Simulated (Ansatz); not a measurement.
Start from `N[SiH](F)F` and change one atom or group to get `F[SiH](F)[GeH3]`.

Ansatz, PBE0-D4/def2-TZVP geometries, multiplicity 1. Each molecule was computed in one conformer, which needn't be the lowest.

Scalar relativity is left out up to krypton.

| property | `N[SiH](F)F` |
| --- | --- |
| HOMO energy (PBE0/def2-TZVPP) / eV | -8.38 |
| HOMO energy (ωB97M-V/def2-TZVPP) / eV | -10.81 |
| HOMO energy (PBE/def2-TZVPP) / eV | -6.84 |
| HOMO–LUMO gap (B3LYP/def2-TZVPP) / eV | 8.48 |
| HOMO–LUMO gap (PBE/def2-TZVPP) / eV | 6.74 |
| LUMO energy (PBE/def2-TZVPP) / eV | -0.09 |

What does the change do to each property? (Best estimate.)

Ansatz gave: 
| property | `F[SiH](F)[GeH3]` | shift |
| --- | --- | --- |
| HOMO energy (PBE0/def2-TZVPP) / eV | -8.52 | -0.14 |
| HOMO energy (ωB97M-V/def2-TZVPP) / eV | -10.58 | 0.23 |
| HOMO energy (PBE/def2-TZVPP) / eV | -7.28 | -0.44 |
| HOMO–LUMO gap (B3LYP/def2-TZVPP) / eV | 7.89 | -0.59 |
| HOMO–LUMO gap (PBE/def2-TZVPP) / eV | 6.20 | -0.54 |
| LUMO energy (PBE/def2-TZVPP) / eV | -1.08 | -0.99 |

With PBE0 the HOMO falls by 0.14 eV and the LUMO falls by 0.98 eV, so the gap narrows by about 0.84 eV. PBE moves the HOMO by -0.44 eV and ωB97M-V by 0.23 eV. The zero-point energy changes by -7.0 kJ/mol with +3 modes.

B3LYP here is the variant with VWN-RPA as its local correlation; programs differ in this.
